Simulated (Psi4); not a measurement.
Pair of molecules, SMILES C with SMILES CN (the first has 5 atoms); geometry from B3LYP-D3(BJ)/def2-TZVP, rigid monomers moved along the line of their centres of mass till H3···N7 is 3.64 Å.
(charge 0, multiplicity 1):
```tsv
atom	x (Å)	y (Å)	z (Å)
C	0.0653	0.0200	0.0701
H	0.9332	-0.6372	0.0123
H	-0.4657	-0.1539	1.0059
H	0.3982	1.0570	0.0235
H	-0.5943	-0.1827	-0.7734
C	0.3947	0.0240	4.8412
N	-0.9887	-0.3834	4.5986
H	0.5645	1.0029	4.3906
H	1.0673	-0.6781	4.3464
H	0.6835	0.0825	5.8992
H	-1.6367	0.2619	5.0337
H	-1.1703	-1.2981	4.9935
```

Calculation: SAPT0/jun-cc-pV(D+d)Z (Psi4).

Problem. Which attractive term is largest, and how does the interaction split up?

Solution. electrostatics -0.18, exchange 0.08, induction -0.05, dispersion -0.23, total -0.38 kcal/mol; the largest attraction is dispersion.
